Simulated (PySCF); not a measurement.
## Where the electron goes

Species: C7H4BrFO.
Atom-mapped SMILES: `[O:1]=[C:2]([F:3])[c:4]1[cH:5][cH:6][c:7]([Br:8])[cH:9][cH:10]1` (hydrogens: H11 on C5; H12 on C6; H13 on C9; H14 on C10)

Geometry (PBE0-D3(BJ)/def2-SVP, Å), atoms numbered from 1 in this order:
```xyz
14
C7H4BrFO angstrom
O     -3.1274    0.8475    0.2851
C     -2.3896   -0.0795    0.2274
F     -2.8641   -1.3331    0.2848
C     -0.9201   -0.0453    0.0893
C     -0.2945    1.2036   -0.0051
C      1.0846    1.2885   -0.1401
C      1.8374    0.1121   -0.1787
Br     3.7060    0.2189   -0.3632
C      1.2286   -1.1402   -0.0833
C     -0.1530   -1.2149    0.0499
H     -0.9098    2.1051    0.0284
H      1.5797    2.2576   -0.2162
H      1.8346   -2.0468   -0.1142
H     -0.6439   -2.1861    0.1246
```

Method used: TDDFT PBE0/def2-SVPD, vertical, gas phase, core orbitals frozen in the response in PySCF. The PBE0/def2-SVPD calculation is non-relativistic and has no spin–orbit coupling, an omission that weighs most on bromine.

Kohn–Sham orbitals with the atoms that hold most of them (Löwdin shares over 4%, at most four atoms; ? is withheld):

| orbital | ε (eV) | atoms |
| --- | --- | --- |
| HOMO-3 | -9.24 | O1 67%, C2 10%, F3 9%, C4 6% |
| HOMO-2 | -8.83 | Br8 82%, C7 9% |
| HOMO-1 | -8.37 | ? |
| HOMO | -7.76 | ? |
| LUMO | ? | C7 16%, C2 15%, O1 14%, C4 13% |
| LUMO+1 | -1.23 | C10 19%, C6 19%, C5 18%, C9 18% |
| LUMO+2 | -0.48 | Br8 59%, C7 22% |

(1) Give the leading atoms of the HOMO-1.

(2) Which atoms hold the HOMO, and with what shares?

(3) What is the LUMO energy, and the HOMO–LUMO gap?

Answers

(1) C6 (bonded to 2 C and H) 21%; C5 (bonded to 2 C and H) 20%; C10 (bonded to 2 C and H) 20%; C9 (bonded to 2 C and H) 20%.

(2) Br8 (bonded to C) 37%; C7 (bonded to Br and 2 C) 16%; C4 (bonded to 3 C) 15%; C9 (bonded to 2 C and H) 8%. By element: carbon 39% or more, bromine 37%.

(3) ε(LUMO) = -2.29 eV; the gap is 5.47 eV (0.2009 hartree).

Problem. The HOMO–LUMO gap is 5.47 eV. Where does the response calculation put the lowest singlet, and from which orbitals?

Solution. S1 is at 4.91 eV (f = 0.023), 0.56 eV below the gap, made of HOMO-1→LUMO (64%), HOMO→LUMO+1 (32%). Its leading pair isn't HOMO and LUMO; the energies of that pair differ by 6.08 eV. 

Problem. Give energy, strength and leading configuration of S2, S4 and S7, and follow the Löwdin shares of the leading atoms from the occupied to the empty orbital.

Solution. 
- S2 (4.91 eV, f 0.371), HOMO→LUMO (92%): Br8 37% → at most 14%, C7 16% → 16%, C2 at most 9% → 15%
- S4 (5.50 eV, f 0.0000), HOMO-2→LUMO (91%): Br8 82% → at most 14%, C7 9% → 16%, C2 at most 4% → 15%
- S7 (6.49 eV, f 0.0014), HOMO-2→LUMO+1 (99%): Br8 82% → at most 19%, C7 9% → at most 19%, C10 at most 4% → 19%, C6 at most 4% → 19%

Löwdin shares depend on the basis, the more so with diffuse functions.

One conformer stands for the species.
